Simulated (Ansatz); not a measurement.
Consider the cleavage of the Si–B bond: `C=C(O)B([SiH3])Cl` + `NC(O)(F)F` → `OC(F)(F)N[SiH3]` + `C=C(O)BCl`.

Calculated with Ansatz (gas phase, PBE0-D4/def2-TZVP geometries, no zero-point term in ΔE). CBS: MP2 limit from def2 TZ/QZ plus the TZ coupled-cluster correction, frozen cores. DFT in def2-TZVPP. Each species was taken in one conformer, which may not be the lowest.

`C=C(O)B([SiH3])Cl`:

Z-matrix (Å, degrees):
```
Si
B 1 2.022
H 1 1.489 2 109.9
H 1 1.487 2 111.5 3 120.5
H 1 1.489 2 109.9 3 -118.9
C 2 1.555 1 120.8 3 59.5
Cl 2 1.750 1 119.8 3 -120.5
O 6 1.364 2 112.5 1 0.3
C 6 1.338 2 124.0 1 -179.6
H 8 0.963 6 110.0 2 -179.9
H 9 1.087 6 122.5 2 179.9
H 9 1.081 6 119.8 2 -0.1
```

`NC(O)(F)F`:

```xyz
8

N    -0.807    0.826    0.262
C     0.103   -0.063   -0.327
O     0.739   -0.870    0.572
F    -0.548   -0.833   -1.235
F     1.028    0.642   -1.025
H    -0.329    1.434    0.913
H    -1.531    0.312    0.747
H     1.346   -1.448    0.094
```

`OC(F)(F)N[SiH3]`:

Cartesian coordinates in Å:
```
O -0.547 1.616 1.381
C 0.114 1.003 0.369
F 1.363 0.609 0.753
F 0.361 1.938 -0.612
N -0.581 -0.103 -0.091
Si 0.133 -1.579 -0.665
H -0.164 2.492 1.505
H -1.576 0.040 -0.128
H -1.015 -2.347 -1.206
H 0.782 -2.346 0.426
H 1.130 -1.323 -1.733
```

`C=C(O)BCl`:

```xyz
9

C    -0.476    0.228    1.151
C    -0.028    0.236   -0.114
O    -0.054    1.324   -0.920
B     0.556   -1.072   -0.692
Cl    1.165   -1.151   -2.318
H    -0.422   -0.683    1.730
H    -0.900    1.105    1.633
H    -0.437    2.070   -0.447
H     0.597   -2.057   -0.024
```

CCSD(T)/CBS gives -15.9 kcal/mol.

Q: Another level gave -15.4 kcal/mol. Which?
A. HF/def2-TZVPP
B. CCSD/def2-TZVPP
C. PBE0-D4/def2-TZVPP
D. r2SCAN/def2-TZVPP

A: D. r2SCAN -15.4, CCSD/def2-TZVPP -16.4, PBE0-D4 -13.7, HF/def2-TZVPP -19.9 kcal/mol.

Largest T1 diagnostic among the species: 0.014.

In def2-TZVPP, CCSD(T) changes the Hartree–Fock value by +4.1 kcal/mol (the triples alone add +0.6 kcal/mol) and MP2 by +2.4 kcal/mol. From PBE to PBE0 (25 % exact exchange), in def2-TZVPP and without D4, ΔE moves by −1.1 kcal/mol.
